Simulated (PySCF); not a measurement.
## Simulated absorption spectrum

Compound: C₇H₁₁N.
SMILES with atom numbers: `[CH2:1]=[N:2][C:3]1=[CH:4][CH2:5][CH2:6][CH2:7][CH2:8]1` (hydrogens: H9, H10 on C1; H11 on C4; H12, H13 on C5; H14, H15 on C6; H16, H17 on C7; H18, H19 on C8)

Method: TDDFT CAM-B3LYP/def2-SVPD, vertical, gas phase, core orbitals frozen in the response (PySCF 2.14.0, density-fitted response routines). Geometry: GFN2-xTB, one conformer, isolated molecule.

Each state is given a Gaussian of 0.3 eV full width at half maximum, with ε(max) = 2.175×10⁸ f / Δν̃ (Δν̃ the width in cm⁻¹). The width is an assumption, not a result. The curve ends short of the highest state used, and states not computed would add to its high-energy end.

```csv
E (eV),ε (L mol⁻¹ cm⁻¹)
3.86,9
3.97,133
4.08,929
4.19,3086
4.29,4812
4.40,3851
4.51,1462
4.62,263
4.72,29
4.83,1
4.94,0
5.05,0
5.15,2
5.26,50
5.37,584
5.48,3242
5.58,8064
5.69,10786
5.80,6844
5.91,2062
6.02,306
6.12,89
6.23,211
6.34,442
6.45,1363
6.55,4360
6.66,9020
6.77,9060
6.88,4793
6.98,3329
```

(1) Locate the maxima and give the states behind the curve.

(2) On this curve, what absorbance would a 10⁻³ mol/L sample give at 222 nm over a 1 cm path?

(3) Coming from long wavelengths, where does ε first pass 100 L mol⁻¹ cm⁻¹?

Answers

(1) 288 nm (4.31 eV), ε about 4900, made up of S1 (100%); 218 nm (5.68 eV), ε about 11000, made up of S2 (100%); 185 nm (6.72 eV), ε about 9900, made up of S4 (100%) (ε in L mol⁻¹ cm⁻¹; maxima over ε = 5, shares over 10%). At its high-energy end, 6.98 eV, the curve is still rising (ε about 3300, from S4, S5, S6 and S7). The states used: S1 4.31 eV (f 0.054); S2 5.68 eV (f 0.121); S3 6.35 eV (f 0.0035); S4 6.71 eV (f 0.110); S5 7.13 eV (f 0.029); S6 7.21 eV (f 0.024); S7 7.25 eV (f 0.052); S8 7.58 eV (f 0.045).

(2) 222 nm is 5.585 eV, where ε is about 8300 L mol⁻¹ cm⁻¹, so A = ε c l ≈ 8.3 (Beer–Lambert, with the gas-phase spectrum and the assumed width).

(3) At about 313 nm (3.96 eV), 0.35 eV below S1.
